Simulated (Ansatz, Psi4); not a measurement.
Here is a job for Ansatz (an electronic-structure program).
Ansatz 0.2 input:
```yaml
crystal:
  periodic: [false, false, false]
  atoms:
    - {symbol: C, position_ang: [0.02096193, -0.29118014, -1.19660672]}
    - {symbol: C, position_ang: [0.00440730, 0.00402097, 0.01711055]}
    - {symbol: H, position_ang: [0.10767277, -0.53985429, -2.20994473]}
    - {symbol: O, position_ang: [-0.03248602, 0.28285117, 1.16086522]}
basis:
  gaussian:
    orbitals: def2-TZVP
magnetization: {spin_polarized: true, initial_magnetization: 1}
correlation: {method: mp2, electrons: outside_noble_gas}
accuracy: high
```

Q: Convert this to an input for Psi4.

A: Several could match; the one computed here: 
```
memory 2 GB

molecule {
0 2
  C     0.02096193   -0.29118014   -1.19660672
  C     0.00440730    0.00402097    0.01711055
  H     0.10767277   -0.53985429   -2.20994473
  O    -0.03248602    0.28285117    1.16086522
}

set basis def2-tzvp
set reference uhf
set freeze_core true
set mp2_type conv
set scf_type pk
set puream true
set d_convergence 1e-8

energy('mp2')
print_variables()
```

Both were run: Ansatz gave -151.637825 Eh and Psi4 -151.637825 Eh, 0.000 mEh apart.
